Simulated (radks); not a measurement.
Br+, configuration [Ar] 3d9.5 4s0.5 4p6 (fractional occupations, a model configuration).

All-electron calculation, non-relativistic Kohn-Sham, PBE, spin-polarised, spherical densities, point nucleus; open shells are filled with parallel spins first. Program: a radial shooting solver on a logarithmic mesh with Libxc functionals.

Energy parts (eV):
total: -69972.289
kinetic: 69932.047
electron-nucleus: -166696.563
Hartree: 29244.961
exchange-correlation: -2452.735

Orbitals (lengths in bohr, moments of r in powers of bohr):
\begin{tabular}{lrrrr}
orbital & occ. & eigenvalue (eV) & <r^4> & <1/r> \\ \hline
1s up & 1 & -13109.17 & 0.00001659 & 34.50 \\
1s down & 1 & -13109.11 & 0.00001659 & 34.50 \\
2s up & 1 & -1703.881 & 0.003355 & 7.646 \\
2s down & 1 & -1703.299 & 0.003352 & 7.648 \\
2p up & 3 & -1537.936 & 0.002324 & 7.625 \\
2p down & 3 & -1537.497 & 0.002322 & 7.626 \\
3s up & 1 & -249.9394 & 0.2049 & 2.538 \\
3s down & 1 & -249.0834 & 0.2051 & 2.536 \\
3p up & 3 & -191.8745 & 0.2344 & 2.429 \\
3p down & 3 & -191.0094 & 0.2347 & 2.427 \\
3d up & 5 & -88.4836 & 0.3578 & 2.186 \\
3d down & 4.5 & -87.5641 & 0.3595 & 2.184 \\
4s up & 0.5 & -32.3170 & 13.68 & 0.8233 \\
4s down & 0 & -31.6781 & 14.05 & 0.8190 \\
4p up & 3 & -19.5330 & 27.59 & 0.6995 \\
4p down & 3 & -19.0131 & 28.87 & 0.6928 \\
\end{tabular}

The highest occupied level is 4p down at -19.013 eV. The configuration is held as typed, so some empty levels lie below it. Summed over all electrons, <r^2> = 33.35 bohr^2, which gives a Langevin (diamagnetic) susceptibility term of -26.4 x 10^-6 cm^3/mol. The density falls to 0.001 e/bohr^3 at r = 3.85 bohr. The spin density at the nucleus is 12.76 e/bohr^3 (1s 0.05, 2s -0.48, 3s 0.32, 4s 12.87), a Fermi contact field of 669 T. The electron density at the nucleus is 2.957e+04 e/bohr^3. Spin moment in Bohr magnetons: 1.
